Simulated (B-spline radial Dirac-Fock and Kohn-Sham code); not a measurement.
# Cu⁺ 3p3/2: cross section and angular parameters

System: the Cu⁺ ion in the configuration [Ar] 3d10; threshold 86.41 eV (orbital energy of the model). Method: Dirac-Hartree-Slater photoionisation with a Latter tail; cross sections with all multipoles, angular parameters from the dipole term and its interference with E2. Computed with a B-spline atomic structure program.

```csv
hν (eV),σ (kb),β,γ,δ
100,352,0.147,-0.155,0.053
154,479,0.477,0.138,0.035
188,523,0.954,0.172,0.016
192,523,0.991,0.170,0.015
300,411,1.434,0.051,0.000
400,293,1.554,-0.012,0.000
509,204,1.605,-0.023,0.001
549,180,1.615,-0.018,0.002
600,154,1.622,-0.007,0.002
1000,55.7,1.606,0.140,0.008
1720,?,?,?,?
2040,9.92,1.456,0.516,0.025
2130,8.86,1.443,0.542,0.027
2860,3.98,1.345,0.725,0.041
3530,2.19,1.265,0.857,0.055
3890,1.65,1.226,0.917,0.063
4230,1.29,1.191,0.969,0.070
4770,0.900,1.139,1.042,0.082
5414.7,0.611,1.083,1.118,0.096
5700,0.522,1.060,1.148,0.102
7910,0.185,0.907,1.331,0.150
8047.8,0.175,0.899,1.340,0.153
11900,0.0478,0.712,1.521,0.230
12000,0.0465,0.708,1.525,0.232
12300,0.0427,0.697,1.535,0.237
12900,0.0364,0.674,1.554,0.249
```

Question: Give the values at 1720 eV.

Answer: σ = 15.4 kb, β = 1.503, γ = 0.415, δ = 0.019.
